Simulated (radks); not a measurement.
The numbers below are computed, except where a source is named.
Coulomb parameter of the 3d shell of the chromium ion Cr3+ in the model configuration [Ar] 3d2 4s1, as a second difference U = [E(n + 0.5) + E(n - 0.5) - 2 E(n)] / (0.5)^2 with all orbitals relaxed. "Bare": the charge of the atom changes with n. "Screened": the 4s shell takes up the change at fixed total charge, which measures U(3d,3d) + U(4s,4s) - 2 U(3d,4s). Code: a radial shooting solver on a logarithmic mesh with Libxc functionals. Model: Dirac Kohn-Sham, LDA (Slater exchange, Perdew-Wang correlation), spin-unpolarised, spherical densities, finite nucleus; open shells are shared between the two j in proportion to 2j + 1; Fermi nuclear charge, rms radius 3.6452 fm.

case,configuration,E - E(n) (eV)
start,[Ar] 3d2 4s1,0.000
bare +0.5,[Ar] 3d2.5 4s1,-20.877
bare -0.5,[Ar] 3d1.5 4s1,25.579
screened +0.5,[Ar] 3d2.5 4s0.5,-6.649
screened -0.5,[Ar] 3d1.5 4s1.5,7.803

U(bare) = 18.805 eV, U(screened by 4s) = 4.615 eV.
